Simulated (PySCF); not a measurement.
Si(Cl)2(NCO)(OH) (CHCl₂NO₂Si), SMILES O=C=N[Si](O)(Cl)Cl.

The structure is a stationary point at ωB97X-D3(BJ)/def2-SVP. This is a generated structure with no PubChem entry under its InChIKey; it may be hypothetical. The values are those of a single conformer.

Computed with PBE/def2-TZVP run with PySCF.

Q: Estimate the frontier levels, gap, dipole moment and polarisability. (The exact figures need the calculation; the answer reports its results.)

A: 
| Quantity | Result |
|---|---|
| highest occupied level | -7.69 eV |
| lowest empty level | -1.10 eV |
| orbital gap | 6.59 eV |
| dipole moment | 1.78 D |
| quadrupole, principal values (traceless, Buckingham form, about the centre of nuclear charge) | -10.16, -0.82, 10.98 D·Å |
| mean static polarisability | 70.4 bohr³ (10.43 Å³) |
| polarisability, principal values | 56.7, 66.2, 88.4 bohr³ |
